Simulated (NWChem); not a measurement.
System: AuNH3F; SMILES [NH3]->[Au][F]

```xyz
6

Au     0.0000     0.0000     0.0447
F      0.0000     0.0000     1.9689
N      0.0000     0.0000    -2.0146
H     -0.0667     0.9463    -2.3942
H     -0.7861    -0.5309    -2.3942
H      0.8528    -0.4154    -2.3942
```
Atoms are numbered in this order, from 1.

Structure relaxed at the PBE0/def2-SVP level. def2 effective core potentials on Au; no spin-orbit coupling.

Question: List the 6 lowest vertical singlet excitations from PBE0/def2-SVP with def2 effective core potentials on Au, full TDDFT (NWChem).

Answer: 
```tsv
state	energy (eV)	oscillator strength	leading excitation (squared amplitude)
S1	5.31	0.002	HOMO−1 → LUMO (0.90)
S2	5.31	0.002	HOMO−2 → LUMO (0.90)
S3	5.58	0.012	HOMO → LUMO (0.95)
S4	6.24	0.000	HOMO−3 → LUMO (0.93)
S5	6.24	0.000	HOMO−4 → LUMO (0.93)
S6	6.59	0.000	HOMO−1 → LUMO+1 (0.49)
```
